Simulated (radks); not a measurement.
Ta1.5+, 71.5 electrons, occupied as [Xe] 4f14 5d(3/2: 2.5, 5/2: 0) 6s1 (fractional occupations, a model configuration). Calculated with a radial shooting solver on a logarithmic mesh with Libxc functionals: Dirac Kohn-Sham, PBE, spin-unpolarised, spherical densities, finite nucleus; Fermi nuclear charge, rms radius 5.3507 fm.

Normalised radial functions P(r) = r R(r) (large component), r in bohr:

```
   r/bohr * 5p1/2, o 4f7/2 (the largest magnitude, 1.26, reaches the edge; | marks zero, & curves that meet)
0.0007987                             &
  0.00126                             &
 0.001972                             &
 0.003112                             &
  0.00491                             o*
 0.007685                             o*
  0.01212                             o *
  0.01913                             o   *
  0.03018                             o    *
  0.04724                             o    *
  0.07453                             *o
   0.1176                      *      |    o
   0.1841                        *    |           o
   0.2904                             |       *             o
   0.4582                             |       *                  o
   0.7229                *            |                    o
    1.131       *                     |          o
    1.785                 *           |   o
    2.816                           * |o
    4.408                             &
    6.955                             &
```

5p1/2: eigenvalue -57.920 eV, 3 radial nodes at r = 0.0750, 0.222, 0.556 bohr, <r> = 1.22 bohr, 90 % of the charge inside 1.78 bohr. 4f7/2: eigenvalue -36.011 eV, 0 radial nodes, <r> = 0.644 bohr, 90 % of the charge inside 1.08 bohr.
